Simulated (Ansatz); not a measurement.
This geometry of a periodic cell of 17 atoms, GaSi$_{16}$ (host Si, host structure diamond, interstitial Ga) is a first-order saddle point.

All numbers below come from DFT LDA, scalar-relativistic, plane waves, PAW in Ansatz 0.2.0. Settings: PAW set soft_1, cutoff 420 eV, k mesh 2x2x2, fermi-dirac smearing 0.05 eV, spin collinear.

```xyz
17
Lattice="0.0000 5.4300 5.4300 5.4300 0.0000 5.4300 5.4300 5.4300 0.0000" Properties=species:S:1:pos:R:3
Si -0.203 -0.201 0.201
Si 1.257 1.253 1.246
Si 2.651 2.650 -0.010
Si 3.869 3.870 1.561
Si 2.824 -0.110 2.620
Si 4.180 1.262 4.177
Si 5.443 2.654 2.780
Si 6.854 4.061 4.011
Si -0.111 2.824 2.618
Si 1.262 4.183 4.179
Si 2.654 5.444 2.780
Si 4.062 6.855 4.010
Si 2.817 2.815 5.536
Si 4.274 4.275 6.584
Si 5.634 5.634 5.226
Si 6.852 6.851 6.800
Ga 7.461 7.465 3.386
```

(1) Which two structures does it join? (They come from a converged band through this point; their orientation in space is the band's.)

(2) How far does it lie above each of them?

## Answers

(1) Contacts lost: Si15–Ga17. Contacts made: Si4–Ga17. The atom that moves furthest is Ga17, by 2.34 Å.

Initial state:

```xyz
17
Lattice="0.0000 5.4300 5.4300 5.4300 0.0000 5.4300 5.4300 5.4300 0.0000" Properties=species:S:1:pos:R:3
Si -0.010 -0.010 0.013
Si 1.360 1.360 1.328
Si 2.732 2.732 0.017
Si 4.076 4.078 1.361
Si 2.757 -0.045 2.671
Si 4.104 1.358 4.072
Si 5.419 2.729 2.704
Si 6.790 4.043 4.075
Si -0.046 2.757 2.669
Si 1.357 4.104 4.072
Si 2.728 5.420 2.705
Si 4.043 6.790 4.075
Si 2.765 2.764 5.480
Si 4.076 4.077 6.791
Si 5.386 5.385 5.471
Si 6.787 6.787 6.819
Ga 6.796 6.799 4.081
```

Final state:

Only the atoms that move by more than 0.05 Å are listed.
```
Si2 1.310 1.310 1.310
Si3 2.715 2.715 -0.031
Si4 4.119 4.119 1.312
Si5 2.715 -0.030 2.715
Si6 4.118 1.313 4.118
Si9 -0.030 2.715 2.715
Si10 1.313 4.118 4.118
Si13 2.715 2.715 5.460
Si15 5.430 5.430 5.431
Ga17 8.142 8.143 2.710
```

(2) 0.70 eV above the first and 0.70 eV above the second. This is the barrier of this one path; another mechanism may lie lower. Limits of this set-up: coarse k mesh, PAW files made for another functional.

Time of the run: 72 s on 2 threads of AMD EPYC 9R45 96-Core Processor (Zen 5), with other jobs on the host, peak memory 1.6 GiB.
